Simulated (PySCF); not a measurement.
Ge(F)3(OH) (F3GeHO), SMILES [OH][Ge]([F])([F])[F].

Coordinates come from a PBE0-D3(BJ)/def2-SVP optimisation. One conformer was computed; it need not be the lowest.

Two levels are set side by side: PBE/def2-TZVP (PySCF) and ωB97X/def2-TZVP (PySCF). Same geometry, gas phase. Differences are taken from unrounded values.

| quantity | ωB97X | PBE | PBE minus ωB97X |
|---|---|---|---|
| orbital gap (eV) | 14.18 | 6.38 | -7.80 |
| highest occupied level (eV) | -13.28 | -8.80 | 4.48 |
| lowest empty level (eV) | 0.89 | -2.42 | -3.31 |
| dipole moment (D) | 2.28 | 2.20 | -0.08 |
| mean polarisability (bohr³) | 27.6 | 29.5 | 1.9 |

Without exact exchange PBE keeps part of each electron's self-repulsion, which lifts occupied levels and narrows the gap. Loosely held outer electrons make PBE densities more polarisable. Differences between two approximate levels are no errors against the true value.

Rough cost on one machine, each run with all the roots and properties that it gave: ωB97X against PBE within a factor of 2.
